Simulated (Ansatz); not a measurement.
Two structures of SiH$_{2}$Cl$_{3}$F, closed shell, reached by relaxing down either side of one saddle point (PBE0-D4/def2-TZVP). Energies are electronic, without zero-point energy. Program: Ansatz 0.2.0. Basis: def2-TZVPP and def2-QZVPP. Cores are frozen in the correlated methods. Extrapolation: Hartree–Fock as exp(−7.88 √X), correlation as X^−2.97. First:

```xyz
7
angstrom
Si -0.1297 0.1305 -0.8823
Cl 1.3912 -0.9494 -0.0240
Cl -0.0736 -0.1867 -2.8829
Cl 0.1564 2.0923 -0.4830
H -1.4075 -0.3312 -0.3301
H 0.3943 -0.5434 2.0659
F -0.3312 -0.2121 2.5364
```

Second:

| atom | x (Å) | y (Å) | z (Å) |
| --- | --- | --- | --- |
| Si1 | -0.9447 | 0.3756 | -0.4243 |
| Cl2 | 2.7399 | -0.9685 | 1.0308 |
| Cl3 | -0.3197 | -0.6682 | -2.0354 |
| Cl4 | 0.0110 | 2.1500 | -0.3039 |
| H5 | -2.3988 | 0.5657 | -0.4556 |
| H6 | 1.4900 | -0.9887 | 1.3127 |
| F7 | -0.5776 | -0.4660 | 0.8756 |

Problem. Which bonds change from the first to the second?

Solution. SiHCl₃ ([Cl][SiH]([Cl])[Cl]) + HF → SiHCl₂F ([F][SiH]([Cl])[Cl]) + HCl; bonds formed: Si1–F7, Cl2–H6; bonds broken: Si1–Cl2, H6–F7.

Problem. Give the saddle point's structure and its height above each. (An estimate is asked for; the value comes from the calculation.)

Solution. Computed: 1.445 eV above the first and 1.909 eV above the second (CCSD(T) at an estimated basis limit (MP2 extrapolated from triple and quadruple zeta, plus CCSD(T) − MP2 in triple zeta)).
```tsv
atom	x (Å)	y (Å)	z (Å)
Si1	-0.3517	0.1602	-0.3454
Cl2	1.7535	-0.8100	0.2901
Cl3	-0.0543	-0.5447	-2.2561
Cl4	0.1919	2.1085	-0.2115
H5	-1.8148	0.0344	-0.2980
H6	0.6818	-0.6467	1.3777
F7	-0.4065	-0.3017	1.4431
```

T1 diagnostic: at most 0.011.

Labels in which every atom is bracketed show which atoms are joined, not bond orders.

For scale, one of the runs: CCSD(T)/def2-TZVPP, 227 basis functions, launched by `ansatz run in.yaml --threads 4 --pin off --events-out ev --progress --plain --max-ram 9574MiB`. Time: 75 s of wall clock on 4 CPU threads of an Intel Xeon Platinum 8259CL; the host was shared. Peak host memory: 3.5 GiB.
